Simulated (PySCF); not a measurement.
```xyz
3
charge 0 multiplicity 2, angstrom
Rh   -0.0332    0.0000   -0.4234
O    -0.5450    0.0000    1.4132
O     0.7584    0.0000    1.3111
```

These are results of PySCF, UPBE0, basis Rh def2-TZVP with ECP28, O def2-TZVP (scalar-relativistic core potentials, no spin–orbit coupling, density fitting), not measurements.

This geometry of RhO2 is a stationary point at this level.

What is the point group?

C2v.

Is it a minimum?

Yes: all harmonic wavenumbers are real.

List the harmonic modes with their infrared intensities.


```csv
symmetry,ω (cm⁻¹),IR (km/mol)
b2,163,21.4
a1,565,4.6
a1,1144,278
```

What are the dipole moment and the gap between the highest occupied and lowest empty levels of either spin?

3.69 D and 3.07 eV.

Give the ideal-gas entropy at 298.15 K and 1 bar by parts.

translation 170.0, rotation 90.6, vibration 12.9, spin 5.8; total 279.2 J/(mol K).

In C2v the vibrations span b2 + 2a1. Here b1 is antisymmetric to the molecular plane and b2 lies in it.

Only a few start shapes were tried, so a lower isomer may exist. Open d and f shells are described by one determinant, and the ground state may have another occupation or spin. At this level a doublet minimum of C2v symmetry lies 139 kJ/mol below this structure.
